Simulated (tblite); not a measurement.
Species: C5H8F2O2Si.
Numbering: `[O:1]=[CH:2][O:3][C@@H:4]1[SiH2:5][C@@H:6]1[CH2:7][CH:8]([F:9])[F:10]` (hydrogens: H11 on C2; H12 on C4; H13, H14 on Si5; H15 on C6; H16, H17 on C7; H18 on C8)

Cartesian coordinates in Å at the GFN2-xTB level; atoms count from 1:
```xyz
18
C5H8F2O2Si angstrom
O      2.066   -0.937   -0.774
C      2.214    0.192   -1.168
O      1.764    1.265   -0.585
C      1.076    1.089    0.640
Si     0.884   -0.588    1.557
C     -0.352    0.498    0.619
C     -0.952    0.094   -0.709
C     -2.247   -0.674   -0.495
F     -2.037   -1.792    0.243
F     -3.151    0.065    0.197
H      2.759    0.449   -2.090
H      1.165    2.031    1.172
H      1.176   -1.961    1.240
H      0.872   -0.264    2.981
H     -1.050    1.106    1.186
H     -1.185    0.973   -1.320
H     -0.281   -0.556   -1.270
H     -2.730   -0.984   -1.436
```

All values are computed: GFN2-xTB (tblite) harmonic vibrations without scaling, gas phase. This tight-binding method is rough: wavenumbers can miss measured ones by several per cent, in bad cases by 10 to 20. Modes of hydrogen on silicon can be 10 to 20 % off. One conformer, not necessarily the lowest.

Harmonic wavenumbers (cm⁻¹): 33.1, 68.8, 80.9, 103.5, 118.7, 164.8, 225.8, 312.6, 346.8, 383.5, 410.6, 464.8, 548.8, 559.9, 580.3, 599.3, 689.4, 704.0, 788.3, 810.4, 855.4, 897.1, 924.7, 931.2, 962.9, 1001.8, 1047.9, 1094.9, 1114.2, 1169.7, 1192.6, 1207.3, 1267.8, 1278.2, 1282.3, 1295.8, 1341.7, 1345.7, 1448.7, 1724.8, 2285.9, 2471.8, 2855.3, 2882.0, 2940.3, 3005.8, 3013.1, 3020.4.

A = 1926, B = 714.2, C = 684.1 MHz; mass 166.026 u (most abundant isotopes); point group C1, symmetry number 1.

**Question.** What is the zero-point energy?

**Answer.** ½Σν̃ = 26927 cm⁻¹ = 76.99 kcal/mol.

**Question.** What is S at 400 K and 1 bar for an ideal gas of classical rigid rotors and harmonic oscillators?

**Answer.** Translation 42.72, rotation 31.09, vibration 45.51: S = 119.3 cal/(mol K).

**Question.** And Cp and H(400 K) − H(0)?

**Answer.** Cp = 51.80 cal/(mol K), of which vibrations give 43.85 (their classical limit is 48 R = 95.4); H(400 K) − H(0) = 12.31 kcal/mol without the zero-point energy, 9.13 from vibrations.

**Question.** Which modes carry the vibrational entropy at 400 K?

**Answer.** 33.1 cm⁻¹: 6.22; 68.8 cm⁻¹: 4.77; 80.9 cm⁻¹: 4.45; 103.5 cm⁻¹: 3.96; 118.7 cm⁻¹: 3.69; 164.8 cm⁻¹: 3.06 cal/(mol K); the other 42 give 19.37 together.

**Question.** How do the functions run with temperature in this model?

**Answer.** 
```csv
T (K),S (cal/(mol K)),Cp (cal/(mol K)),H − H(0) (kcal/mol),G − H(0) (kcal/mol),ln q(vib)
100,74.0,20.4,1.44,-5.97,2.43
200,91.3,30.8,3.99,-14.27,5.54
300,105.9,41.8,7.62,-24.14,8.51
500,131.8,60.0,17.92,-47.97,14.25
800,163.8,76.0,38.57,-92.50,22.27
1000,181.5,82.5,54.45,-127.08,27.15
```

q(vib) and H(0) count from the zero-point level.

Hindered rotation and anharmonicity are outside this model. Other conformers, if any are populated, would add a mixing term that is left out. The structure is chiral; the term R ln 2 for an equal mix with its mirror image is left out.
